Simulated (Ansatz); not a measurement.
The same redistribution along the group B, Al, In.

Isolated molecules relaxed with PBE0-D4/def2-TZVP in Ansatz; ΔE leaves out vibrations. CCSD(T)/CBS is the MP2 limit (def2-TZVPP, def2-QZVPP) plus CCSD(T) − MP2 in def2-TZVPP, frozen cores. Functionals use def2-TZVPP. Elements past krypton have def2 core potentials. For In outer-core shells are correlated without core-valence functions, which leaves a few kJ/mol of doubt a bond. Each species was taken in one conformer, which may not be the lowest.

```
                                                                                  reaction  PBE0-D4 (kcal/mol)  CCSD(T)/CBS(def2) (kcal/mol)
                   `[SiH3]OB(S)Cl` + `[SiH3][SiH2]Cl` → `[SiH3]OB(Cl)Cl` + `[SiH3][SiH2]S`                 4.0                           4.4
`[SiH3][O][Al]([SH])[Cl]` + `[SiH3][SiH2]Cl` → `[SiH3][O][Al]([Cl])[Cl]` + `[SiH3][SiH2]S`                -1.9                          -2.0
`[SiH3][O][In]([SH])[Cl]` + `[SiH3][SiH2]Cl` → `[SiH3][O][In]([Cl])[Cl]` + `[SiH3][SiH2]S`                 4.8                           5.2
```

Largest T1 diagnostic: 0.014, for `[SiH3][O][In]([SH])[Cl]`.
